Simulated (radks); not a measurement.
The numbers below are computed, except where a source is named.
Numerical settings for the magnesium ion Mg3+, [He] 2s2 2p5. Level of theory: Dirac Kohn-Sham, PBE, spin-unpolarised, spherical densities, finite nucleus; open shells are shared between the two j in proportion to 2j + 1; Fermi nuclear charge, rms radius 3.057 fm (a radial shooting solver on a logarithmic mesh with Libxc functionals). The defaults (mesh step 0.008 in ln r, mesh end at 40 bohr or more with all orbitals vanishing there, Anderson mixing 0.5 over 9 steps, residual threshold near 1e-9 with the energy settled to 1e-9 hartree or 1e-11 of itself, here a cap of 54 iterations) give E = -196.4516 hartree and 2p3/2 at -96.102 eV in 14 iterations. Run on one thread of a shared host, so times are rough (Arm Neoverse V1): 0.05 s of CPU time, 0.05 s wall, 14 iterations on 2189 mesh points. Changes against that run (0 stands for a change within the tolerance of the run):

setting                     iterations  converged  E (mhartree)  e(2p3/2) (meV)  CPU (s)
mesh step in ln r 0.012             14        yes             0               0     0.03
mesh step in ln r 0.005             14        yes             0               0     0.07
mesh step in ln r 0.08              54         no          +423       +3.94e+04     0.09
mesh end (bohr) 20                  14        yes             0               0     0.05
mesh end (bohr) 8                   14        yes             0               0     0.04
residual threshold 1e-13            54         no             0               0     0.12
residual threshold 1e-05             9        yes             0         -0.0197     0.03
mixing 0.2                          16        yes             0               0     0.05
linear mixing, mixing 0.2           54         no             0          -0.181     0.14
linear mixing, mixing 0.05          54         no        +0.583       -2.66e+03     0.15
mixing history 20                   19        yes             0               0     0.06
iteration cap 8                      8         no             0         -0.0197     0.03

No run marked as converged misses the energy by more than 1 mhartree. A mesh that ends early acts as a hard wall.
